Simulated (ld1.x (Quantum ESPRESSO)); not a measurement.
# Reading a pseudo-wave (Bi)

Columns: radius, all-electron u(r) and pseudo u(r) of the 6s shell (level -14.76 eV) of bismuth in the configuration [Xe] 4f14 5d10 6s2 6p3; LDA (PZ), scalar-relativistic, TM scheme, ld1.x (Quantum ESPRESSO) 7.5.

| r (bohr) | all-electron | pseudo |
| --- | --- | --- |
| 0.110 | 0.1683 | -0.0144 |
| 0.220 | -0.1205 | -0.0300 |
| 0.330 | -0.2398 | -0.0483 |
| 0.440 | 0.0360 | -0.0710 |
| 0.550 | 0.3042 | -0.0997 |
| 0.660 | 0.4022 | -0.1366 |
| 0.770 | 0.3416 | -0.1837 |
| 0.880 | 0.1844 | -0.2425 |
| 0.990 | -0.0117 | -0.3134 |
| 1.100 | -0.2075 | -0.3947 |
| 1.210 | -0.3813 | -0.4823 |
| 1.320 | -0.5236 | -0.5697 |
| 1.430 | -0.6324 | -0.6493 |
| 1.540 | -0.7095 | -0.7141 |
| 1.650 | -0.7588 | -0.7595 |
| 1.760 | -0.7849 | -0.7850 |
| 1.870 | -0.7922 | -0.7922 |
| 1.980 | -0.7849 | -0.7849 |
| 2.090 | -0.7662 | -0.7662 |
| 2.200 | -0.7394 | -0.7394 |
| 2.310 | -0.7068 | -0.7068 |
| 2.420 | -0.6703 | -0.6703 |
| 2.530 | -0.6316 | -0.6316 |
| 2.640 | -0.5919 | -0.5919 |
| 2.750 | -0.5521 | -0.5521 |
| 2.860 | -0.5128 | -0.5128 |

(1) How many radial nodes do the two functions have?

(2) At about which radius was the pseudo-wave matched?

(3) Is the pseudo-wave norm-conserving?

## Answers

(1) The all-electron 6s function has n − l − 1 = 5 (the table is too coarse to show those close to the nucleus); the pseudo-wave has 0, since the states of the same l below it are removed with the core.

(2) 1.95 bohr. The columns agree to 0.0005 from 1.76 bohr on; several derivatives are matched, so the curves merge somewhat inside the radius.

(3) Yes: the TM scheme keeps the norm inside the radius equal to the all-electron one, which fixes the energy derivative of the logarithmic derivative at the level.
